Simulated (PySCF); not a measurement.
A species of formula CH4BFO has this rotational fingerprint, computed with PBE0-D3(BJ)/def2-SVP geometry optimisation, gas phase (PySCF):

- Rotational constants: A = 19030, B = 5998, C = 4697 MHz
- Dipole components: |μa| = 1.31 D, |μb| = 0.87 D, |μc| = 0.01 D
- Inertial defect: -3.21 u·Å²
- κ: -0.82

Question: Which structure is it? (One computed conformer of each.)
A. `[CH3:1][O:2][BH:3][F:4]` with C1–O2–B3–F4 1°
B. `[BH2:1][O:2][CH2:3][F:4]` with H–B1–O2–C3 180° and 0°, B1–O2–C3–F4 1°

Answer: A. It is COBF, an asymmetric top. The candidates at the same level (rigid rotor, commonest isotopes):

```csv
SMILES,A (MHz),B (MHz),C (MHz),μa (D),μb (D),μc (D),Δ (u·Å²),point group,rotor
BOCF,18692,6389,4915,0.94,1.36,0.00,-3.30,Cs,asymmetric top
COBF,19030,5998,4697,1.31,0.87,0.01,-3.21,near Cs,asymmetric top
```

`BOCF` has B 7 % too high. No structure here is proved a minimum.
